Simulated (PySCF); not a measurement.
## Radial density of Cu⁺ (copper, charge +1)

B97-3, [Ar] 3d9 4p1, one real determinant (an excited configuration). Computed with PySCF 2.14 in aug-cc-pVTZ-DK (8s7p5d3f2g, 93 functions), with the spin-free X2C one-electron Hamiltonian (Gaussian nucleus).

| r (bohr) | 4πr²ρ (e/bohr) | 4πr²(ρα − ρβ) |
| --- | --- | --- |
| 0.000925 | 0.2727 | 0.0000 |
| 0.00156 | 0.6809 | 0.0000 |
| 0.00262 | 1.663 | 0.0000 |
| 0.00440 | 3.920 | 0.0000 |
| 0.00740 | 8.698 | 0.0000 |
| 0.0125 | 17.35 | 0.0001 |
| 0.0209 | 28.78 | 0.0005 |
| 0.0352 | 35.36 | 0.0022 |
| 0.0593 | 30.21 | 0.0092 |
| 0.0997 | 30.31 | 0.0312 |
| 0.168 | 40.25 | 0.1103 |
| 0.282 | 23.62 | 0.4500 |
| 0.474 | 20.14 | 1.0804 |
| 0.798 | 18.28 | 0.9559 |
| 1.34 | 4.705 | 0.4094 |
| 2.26 | 0.8685 | 0.3897 |
| 3.80 | 0.2522 | 0.2352 |
| 6.39 | 0.01642 | 0.0164 |
| 10.7 | 3.848e-05 | 0.0000 |

Densities and radii are taken from the X2C orbitals without a picture-change correction, which distorts them close to the nucleus.

⟨L²⟩ = 8.01 against 12 for a pure F term, so this real determinant mixes terms.
